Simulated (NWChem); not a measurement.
System: TlI; SMILES [I][Tl]

Here is an NWChem input.

```
start job
memory heap 200 mb stack 900 mb global 1100 mb
geometry units angstroms noautosym nocenter noautoz
  Tl     0.000000     0.000000    -1.138477
  I      0.000000     0.000000     1.728296
end
basis spherical
  Tl library def2-svp
  I library def2-svp
end
ecp
  I library def2-ecp
  Tl library def2-ecp
end
dft
  xc xpbe96 cpbe96
  iterations 150
end
tddft
  cis
  nroots 6
end
task tddft energy
```

The geometry was optimised at PBE0/def2-SVP. def2 effective core potentials on I, Tl; no spin-orbit coupling.

Vertical excitations in the gas phase.

Task: What results follow from this input? (PBE/def2-SVP with def2 effective core potentials on I, Tl, TDA.) Quantities: lowest excitation, singlet (eV); oscillator strength of that lowest state; lowest triplet (eV); orbital gap (eV).

Result: 
```
Quantity                                  Result
----------------------------------------  ------
lowest excitation, singlet (eV)             3.25
oscillator strength of that lowest state   0.000
lowest triplet (eV)                         3.04
orbital gap (eV)                            3.25
```
